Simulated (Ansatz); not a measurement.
`[NH2][GeH2][Cl]` + `O[Si@H](Cl)[Si@H](F)Cl` → `F[SiH](Cl)[GeH2][Cl]` + `N[SiH](O)Cl`  (redistribution)

Gas-phase electronic energies from Ansatz, PBE0-D4/def2-TZVP geometries. CCSD(T)/CBS adds triple-zeta CCSD(T) − MP2 to the extrapolated MP2 energy (def2 sets, frozen cores). Functionals use def2-TZVPP. For Ge outer-core shells are correlated without core-valence functions, which leaves a few kJ/mol of doubt a bond. Scalar relativity is left out up to krypton. One conformer a species, not always the lowest.

(1) Is it downhill or uphill in electronic energy at CCSD(T)/CBS, and by how much? (Estimate.)

(2) What do these levels give: PBE-D4, r2SCAN-D4, PBE0-D4, ωB97X-V, B2PLYP, PBE, r2SCAN, HF/def2-TZVPP, MP2/def2-TZVPP, HF/def2-QZVPP, MP2/def2-QZVPP, CCSD/CBS(def2)? (Estimate.)

Largest T1 diagnostic among the species: 0.011.

Answers

(1) Ansatz gave: Downhill: ΔE = -74.6 kJ/mol.

(2) Ansatz gave: PBE-D4 -65.5, r2SCAN-D4 -73.4, PBE0-D4 -70.6, ωB97X-V -70.7, B2PLYP -72.6, PBE -65.2, r2SCAN -73.5, HF/def2-TZVPP -74.5, MP2/def2-TZVPP -74.3, HF/def2-QZVPP -75.4, MP2/def2-QZVPP -76.2, CCSD/CBS(def2) -76.3 kJ/mol.

From PBE to PBE0 (25 % exact exchange), in def2-TZVPP and without D4, ΔE moves by −5.2 kJ/mol.
